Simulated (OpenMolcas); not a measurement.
## Fe4+: moving or changing the point charges

Fe4+ among 6 point charges of -1 e arranged as a tetragonal octahedron (D4h), 1.73 Å from the ion, with the axial distance 1.505 Å.
```
   1.7300    0.0000    0.0000  -1.00
   0.0000    1.7300    0.0000  -1.00
  -1.7300    0.0000    0.0000  -1.00
   0.0000   -1.7300    0.0000  -1.00
   0.0000    0.0000    1.5051  -1.00
   0.0000    0.0000   -1.5051  -1.00
```

```json
{
 "Program": "OpenMolcas",
 "Method": "SS-CASPT2, IPEA 0.25 Eh, imaginary shift 0.1 Eh (closed shells correlated: 3s 3p)",
 "Basis": "ANO-RCC-VDZP [5s4p2d1f]",
 "Scalar Hamiltonian": "DKH2, point nucleus",
 "Active space": "4 electrons in 5 orbitals (3d)",
 "State averaging": "2S+1 = 5 even, 5 roots; 2S+1 = 3 even, 45 roots; 2S+1 = 1 even, 50 roots",
 "Spin-orbit coupling": "RASSI with atomic mean-field integrals over the reference wave functions"
}
```

Runs around this geometry, states (labels of D4, the rotations of D4h). Energies in cm-1 above the lowest state or level, χT in cm3 K/mol.

| R (Å) | q (e) | Axial / equatorial distance | Ground state | First state of that spin | First gap with spin-orbit (degeneracies) | χT at 300 K | First state of another spin |
| --- | --- | --- | --- | --- | --- | --- | --- |
| 1.73 | -0.8 | 0.87 | 5A1 | 5B1 3230 | 21 (1, 2) | 2.590 | 3A2 26740 |
| 1.65 | -1 | 0.87 | 5A1 | 5B1 4620 | 15 (1, 2) | 2.733 | 3A2 26200 |
| 1.73 | -1 | 0.87 | 5A1 | 5B1 4020 | 18 (1, 2) | 2.671 | 3A2 26570 |
| 1.92 | -1 | 0.87 | 5A1 | 5E 2720 | 26 (1, 2) | 2.484 | 3A2 26900 |
| 1.73 | -1 | 0.94 | 5A1 | 5B1 1580 | 24 (1, 2) | 2.532 | 3A2 26230 |

Scaling the charges by -0.8 / -1 = 0.80 scales the first state of the same spin by 3230 / 4020 = 0.80; with fixed orbitals a first-order splitting would follow the charge.

Point charges give a weaker field than real ligands, and real ions of this kind are often low spin; the high spin found here belongs to the model. Free-ion shares, where given, are those of the reference states; single-state CASPT2 does not remix them. The ground term spreads over less than 5000 cm-1, several times less than with real ligands, so orbital moments are less quenched and χT lies further from the spin-only value than at real sites (holds for R = 1.92, q = -1, ratio = 0.87; R = 1.73, q = -1, ratio = 0.94). Point charges carry no covalency, so the field is a model and not that of real ligands. No measured value stands beside these numbers.
